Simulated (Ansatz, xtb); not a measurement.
# Ligand exchange: SiH3Br + AlH2(SH) → SiH3(SH) + AlH2Br

Species: SiH3Br `[SiH3]Br`, singlet; AlH2(SH), singlet; SiH3(SH) (sulfanylsilane), singlet; AlH2Br `[AlH2][Br]`, singlet. The partners trade Br for SH: Si–Br and Al–SH bonds give way to Si–SH and Al–Br.

Shapes, held fixed at every level: PBE0-D4/def2-TZVP. Programs: Ansatz 0.2.0, xtb 6.7.1. The zero-point and thermal change to 298 K, harmonic and unscaled (PBE0-D4/def2-TZVP), is 0.0 kJ/mol.

```csv
level,kind,ΔH(298 K) (kJ/mol),less CCSD(T)/def2-TZVPP,CPU time (sum over the molecules)
GFN0-xTB,semi-empirical,-13.5,-2.6,0.14 s
HF/def2-SVP,Hartree–Fock,-14.6,-3.7,–
SPW92/def2-TZVPP,LDA,-8.4,+2.5,9.3 s
PBE-D4/def2-TZVPP,GGA,-9.1,+1.8,12 s
B3LYP-D4/def2-TZVPP,global hybrid,-10.4,+0.5,17 s
wB97X-V/def2-TZVPP,range-separated hybrid,-11.0,-0.1,37 s
CCSD(T)/def2-SVP,coupled cluster or CI,-12.1,-1.2,6 s
CCSD/def2-SVP,coupled cluster or CI,-12.7,-1.8,–
CCSD(T)/def2-TZVPP,coupled cluster or CI,-10.9,0.0,66 s
```

The highest level, CCSD(T)/def2-TZVPP, gives ΔH(298 K) = -10.9 kJ/mol; the levels span -14.6 to -8.4. The column of differences is taken from that level and isn't an error. No measured value is set beside it here. Relativity is left out for Br. Outer-core shells of Br are correlated in most correlated rows, in sets that cover them unevenly. Times are processor times on shared x86 and Arm servers, and rough.
